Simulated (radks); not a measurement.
Q: Ionisation of neutral fluorine, [He] 2s2 2p5, to [He] 2s2 2p4 as the strength of local exchange is varied. All-electron calculation, scalar-relativistic Kohn-Sham, Slater X-alpha exchange (alpha = 2/3 is LDA exchange), no correlation, spin-unpolarised, spherical densities, finite nucleus; Fermi nuclear charge, rms radius 2.8976 fm. Program: a radial shooting solver on a logarithmic mesh with Libxc functionals.

| alpha | E(F) (hartree) | exchange (hartree) | IE (eV) | -e of the level emptied (eV) | <r> of it (bohr) |
|---|---|---|---|---|---|
| 0.582 | -97.41650 | -7.74120 | 16.523 | 8.608 (2p) | 1.144 |
| 0.687 | -98.82228 | -9.25663 | 18.412 | 10.200 (2p) | 1.109 |
| 0.771 | -99.95995 | -10.49465 | 19.992 | 11.551 (2p) | 1.084 |
| 0.814 | -100.54680 | -11.13720 | 20.824 | 12.269 (2p) | 1.071 |
| 0.823 | -100.67001 | -11.27244 | 21.000 | 12.421 (2p) | 1.069 |
| x | -98.55311 | -8.96522 | 18.045 | 9.888 (2p) | 1.116 |

Which alpha was used in the last row?

A: alpha = 0.667. NIST Atomic Spectra Database: 17.423 eV (measured). The Delta-SCF value meets it near alpha = 0.63. Spin polarisation and multiplet splitting are left out, so open shells lie too high by an amount that depends on their filling.

Beside tabulated values, note that spin-unpolarised runs miss the spin-polarisation part of the exchange energy of open shells.
